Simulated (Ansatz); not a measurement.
`[SiH3]N[SiH2]Cl` + `BN[SiH3]` → `BN([SiH3])[SiH2]Cl` + `N[SiH3]` at 600 K and 1 bar (ligand exchange at the Si–N bond).

Isolated molecules relaxed with PBE0-D4/def2-TZVP in Ansatz; ΔE leaves out vibrations. CCSD(T)/CBS adds triple-zeta CCSD(T) − MP2 to the extrapolated MP2 energy (def2 sets, frozen cores). This one scheme is used for every species. Each species was taken in one conformer, which may not be the lowest.

```json
{"species": "`[SiH3]N[SiH2]Cl`", "CCSD(T)/CBS energy (Eh)": "-1096.34659", "H − E (kJ/mol)": "220.8", "S (J/(mol·K))": "445.7"}
{"species": "`BN[SiH3]`", "CCSD(T)/CBS energy (Eh)": "-372.22946", "H − E (kJ/mol)": "214.2", "S (J/(mol·K))": "364.4"}
{"species": "`BN([SiH3])[SiH2]Cl`", "CCSD(T)/CBS energy (Eh)": "-1121.76437", "H − E (kJ/mol)": "263.7", "S (J/(mol·K))": "488.4"}
{"species": "`N[SiH3]`", "CCSD(T)/CBS energy (Eh)": "-346.80422", "H − E (kJ/mol)": "170.6", "S (J/(mol·K))": "320.8"}
```

H − E and S are ideal-gas, rigid-rotor, harmonic terms from PBE0-D4/def2-TZVP, for one conformer and one mirror image of each species. 1 Eh = 2625.50 kJ/mol, R = 8.31446 J/(mol·K).

Question: By hand: ΔE, ΔH, ΔS and ΔG.

Answer: ΔE = (-1121.76437) + (-346.80422) − (-1096.34659) − (-372.22946) = 0.00746 Eh = 19.6 kJ/mol. Δ(H − E) = 263.7 + 170.6 − 220.8 − 214.2 = -0.7, so ΔH = 18.9 kJ/mol. ΔS = 488.4 + 320.8 − 445.7 − 364.4 = -0.9 J/(mol·K). ΔG = 18.9 − 600 × (-0.9)/1000 = 19.4 kJ/mol.

Question: By hand: the equilibrium constant, and the temperature at which ΔG would vanish if ΔH and ΔS stayed fixed.

Answer: log₁₀ K = −ΔG/(RT ln 10) = -1.7. ΔH and −TΔS have one sign here, so there is no such temperature. One of them is within its doubt of zero, so this could turn.

The number of gas molecules stays the same, so ΔS is small and ΔH decides. A doubt of 5 kJ/mol in ΔE shifts log₁₀ K by 0.4 here. Other conformers and mirror images would add mixing entropy, several J/(mol·K) or more a flexible species. Modes under 60 cm⁻¹, often nearly free rotors, make the harmonic entropy too high. These are equilibria of isolated gas molecules and say nothing of rates. Largest T1 diagnostic: 0.012 (customary marks: 0.02 for closed shells, 0.045 for open ones).
